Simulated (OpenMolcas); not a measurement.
**Ru: effect of the basis set**

- Program: OpenMolcas
- Method: CASSCF
- Active space: 8 electrons in 6 orbitals (4d 5s)
- State averaging: 2S+1 = 5 even, 15 roots; 2S+1 = 3 even, 75 roots kept (CI in the orbitals of an earlier block); 2S+1 = 1 even, 57 roots kept (CI in the orbitals of an earlier block)
- Spin-orbit coupling: RASSI with atomic mean-field integrals over the reference wave functions, term energies averaged over their components

A. ANO-R1 [6s4p3d1f], X2C, finite nucleus; cost roughly 40 core-seconds
B. ANO-RCC-VDZP [6s5p3d1f], DKH2, point nucleus; cost roughly 40 core-seconds
C. ANO-R2 [7s5p4d2f1g], X2C, finite nucleus; cost of the order of 50 core-seconds
D. ANO-RCC-VTZP [7s6p4d2f1g], DKH2, point nucleus; cost of the order of 50 core-seconds
E. ANO-R3 [8s6p5d3f2g1h], X2C, finite nucleus; cost about 90 core-seconds
F. ANO-RCC-VQZP [8s7p5d3f2g1h], DKH2, point nucleus; cost roughly 40 core-seconds

Energies in cm⁻¹ above 4d⁷ 5s ⁵F₅, the measured ground level; measured values from NIST Handbook of Basic Atomic Spectroscopic Data.

```tsv
Level	A	B	C	D	E	F	Measured
4d⁷ 5s ⁵F₅	0.0	0.0	0.0	0.0	0.0	0.0	0.0
4d⁷ 5s ⁵F₄	1223	1228	1227	1223	1222	1228	1191
4d⁷ 5s ⁵F₃	2162	2170	2169	2162	2160	2170	2092
4d⁷ 5s ⁵F₂	2828	2837	2837	2827	2825	2838	2713
4d⁷ 5s ⁵F₁	3252	3262	3261	3251	3249	3262	3105
4d⁷ 5s ³F₄(1)	9194	9491	9313	9389	9333	9354	
4d⁶ 5s² ⁵D₄	9931	10580	10189	10283	10232	10256	7483
4d⁶ 5s² ⁵D₃ [61 %]	10694	11638	11286	11370	11317	11346	8575
4d⁷ 5s ³F₃(1) [60 %]	11091	11102	10884	10961	10906	10934	
4d⁶ 5s² ⁵D₂ [59 %]	11414	12031	11685	11771	11721	11750	9058
4d⁶ 5s² ⁵D₁	11833	12529	12122	12211	12161	12192	9073
4d⁷ 5s ³F₂(1) [63 %]	11980	12299	12091	12159	12101	12133	
4d⁶ 5s² ⁵D₀	12026	12727	12317	12406	12355	12388	9492
4d⁷ 5s ⁵P₃	12992	12908	12960	12942	12952	12950	8771
4d⁷ 5s ⁵P₂	13089	13019	13060	13047	13055	13052	8044
4d⁷ 5s ⁵P₁	13875	13796	13845	13826	13835	13836	9620
4d⁷ 5s ³G₅	15324	15295	15309	15316	15308	15311	
4d⁷ 5s ³G₄	15999	15977	15987	15994	15985	15991	
4d⁷ 5s ³P₂(1)	16294	16335	16313	16324	16317	16323	
4d⁷ 5s ³G₃	16796	16777	16787	16790	16781	16791	
4d⁷ 5s ³P₁(1)	18064	18034	18058	18051	18051	18060	
4d⁷ 5s ³P₀(1)	18727	18640	18697	18680	18686	18693	
4d⁷ 5s ³H₆	19580	19548	19565	19569	19563	19567	
4d⁷ 5s ¹G₄ [54 %]	19599	19624	19604	19627	19606	19616
```

Deviations, from unrounded energies. A percentage is the sum of absolute deviations over the sum of measured energies, with the sign that they share, or ± where signs differ.

| Against measurement | Levels | A | B | C | D | E | F |
| --- | --- | --- | --- | --- | --- | --- | --- |
| mean absolute deviation (cm-1) | 12 | 2200 | 2500 | 2300 | 2300 | 2300 | 2300 |
| fine structure of the ground term (%) | 4 | +4.0 | +4.4 | +4.3 | +4.0 | +3.9 | +4.4 |
| other terms of the ground configuration (%) | 3 | +51.1 | +50.3 | +50.8 | +50.6 | +50.7 | +50.7 |
| other configurations (%) | 5 | +28.0 | +36.2 | +31.9 | +32.9 | +32.3 | +32.6 |

A lies closest to measurement on these levels and B furthest from it. The largest miss of A in the table is 4d⁷ 5s ⁵P₂, by +5000 cm-1. The ranking rests on the paired levels alone, and a cruder setting can come out closer through cancelling errors.

Among A to F the level of the table that moves most is 4d⁶ 5s² ⁵D₃ [61 %], by 940 cm-1 (lowest in A, highest in B).

Without dynamic correlation excited terms often stand tens of per cent too high (terms of higher spin than the ground term too low), and those without a measured partner can miss by more than the paired ones. Terms from blocks run as CI alone lack orbitals of their own. Configurations are named by rounded mean occupations; where the s occupation lies near a half they are strongly mixed, a name can repeat and a true partner stay unpaired. A single d shell beside an s shell can misplace configurations of different d count against each other. Some levels mix across a computed gap that differs much from the measured one, so their mixing is not that of the real levels (holds for B). Measured partners are found by configuration, term and J. A level has none where our copy of the source lacks it or the pairing is in doubt (some pairs that miss far off the trend of their configuration count as doubtful), and it then counts in no deviation. Levels of configurations outside the active space are missing. The table leaves out levels that lie high or whose names do not pair safely across all columns.

A share in square brackets marks a mixed level and gives the weight of the term that names it, the lowest over the columns. A number in round brackets counts repeated terms of one configuration in the order of the reference energies.
